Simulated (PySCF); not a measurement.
# Highest orbital energy against ionisation energy along the third row

Calculated with PySCF 2.14, no spin-orbit coupling. Each cell gives −ε(HOMO) / ΔSCF in eV; NIST values include spin-orbit coupling, (s) semi-empirical, (t) theoretical.

| species | UHF | LDA | PBE | PBE0 | r2SCAN | NIST (lowest levels) |
| --- | --- | --- | --- | --- | --- | --- |
| Al(2+) (dyall-av3z, spin-free X2C) | 28.111 / 28.089 | 24.584 / 28.870 | 24.479 / 28.872 | 25.498 / 28.734 | 24.671 / 28.430 | 28.448 |
| Si(2+) (dyall-av3z, spin-free X2C) | 32.228 / 32.019 | 28.657 / 33.589 | 28.530 / 33.447 | 29.688 / 33.309 | 28.713 / 32.936 | 33.493 |
| P(2+) (dyall-av3z, spin-free X2C) | 29.965 / 29.573 | 24.796 / 30.193 | 24.939 / 30.230 | 26.355 / 30.251 | 25.393 / 30.357 | 30.203 |
| S(2+) (dyall-av3z, spin-free X2C) | 34.717 / 34.153 | 28.853 / 34.871 | 28.939 / 34.825 | 30.567 / 34.867 | 29.470 / 35.022 | 34.86 ± 0.04 (s) |
| Cl(2+) (dyall-av3z, spin-free X2C) | 39.695 / 38.966 | 33.033 / 39.667 | 33.086 / 39.576 | 34.946 / 39.659 | 33.756 / 39.839 | 39.8 ± 0.11 (s) |
| Ar(2+) (dyall-av3z, spin-free X2C) | 40.418 / 39.379 | 34.098 / 40.846 | 34.143 / 40.710 | 36.000 / 40.709 | 34.587 / 40.681 | 40.735 ± 0.012 (s) |

Q: How far is −ε(HOMO) from ΔSCF on average for each method, and why?

A: UHF 0.49 eV; LDA -5.67 eV; PBE -5.59 eV; PBE0 -4.08 eV; r2SCAN -5.11 eV. Hartree-Fock orbital energies lack relaxation and so exceed the ΔSCF value; semilocal functionals have convex E(N) from self-interaction, so their HOMO lies far too high; exact exchange moves hybrids part of the way back.
